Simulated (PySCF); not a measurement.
Match each property card to its molecule.

Structures:
1. `C=CN([SiH3])NC(C)(C)C`
2. `C/C(=C\O[SiH3])O[SiH2]CF`
3. `C/C=[C]\[C@H](C)N` [radical]

Card P (geometry GFN2-xTB):
* Rotational constants A, B, C: 3.756, 0.344, 0.319 GHz
* 13C chemical shifts (computed TMS as zero) by class (GIAO PBE0/pcSseg-1): 145.7 (1 C), 133.6 (1 C), 77.0 (1 C), 13.6 (1 C) ppm
* Point group: Cs
* Isotropic shieldings of nuclei other than C and H, by class (GIAO PBE0/pcSseg-1): 262 (1 O), 279 (1 O), 488 (1 F), 384 (1 Si), 385 (1 Si) ppm
* HOMO energy (PBE0/pcSseg-1): -6.06 eV

Card Q (geometry GFN2-xTB):
- Rotational constants A, B, C: 5.570, 2.257, 2.045 GHz
- Isotropic g value (unrestricted B3LYP/pcH-1, mean-field spin–orbit): 2.00216
- Largest isotropic hyperfine couplings (means over sets of like nuclei) (unrestricted B3LYP/pcH-1): 13C +228.0, 1H +125.6, 13C +83.4, 1H +53.1, 13C -15.0 MHz
- Point group: C1

Card R (geometry GFN2-xTB):
- Rotational constants A, B, C: 1.682, 1.137, 0.812 GHz
- Point group: C1
- Dipole moment (PBE0/pcSseg-1): 1.79 D
- HOMO energy (PBE0/pcSseg-1): -5.75 eV
- Isotropic shieldings of nuclei other than C and H, by class (GIAO PBE0/pcSseg-1): 145 (1 N), 164 (1 N), 394 (1 Si) ppm

Species are written as SMILES; each is one conformer at its optimised geometry, gas phase, non-relativistic unless stated. Electronic properties by PySCF. Hyperfine couplings of like nuclei are means over topologically equivalent atoms, whose single values can differ widely in one geometry; on GFN2-xTB geometries they can lie far from the values at a DFT minimum. NMR classes are plain means over equivalent atoms (diastereotopic ones count apart unless rotation or inversion swaps them), as if these changed places fast.

**Question.** Which card belongs to which structure?

**Answer.** P = 2, Q = 3, R = 1. What ties each card to its structure:
- 1 (card R), C6H16N2Si, monoisotopic mass 144.1 u, 9 heavy atoms: an asymmetric top with C = 0.812 GHz; dipole 1.79 D.
- 2 (card P), C4H11FO2Si2, monoisotopic mass 166.0 u, 9 heavy atoms: 4 C in 4 classes; point group Cs; the least shielded carbon (145.7 ppm) is a vinylic carbon bearing oxygen; an asymmetric top with C = 0.319 GHz, the lowest such constant on the cards.
- 3 (card Q), C5H10N, monoisotopic mass 84.1 u, 6 heavy atoms: an asymmetric top with C = 2.045 GHz, the highest such constant on the cards; an open shell with its largest isotropic coupling to 13C.
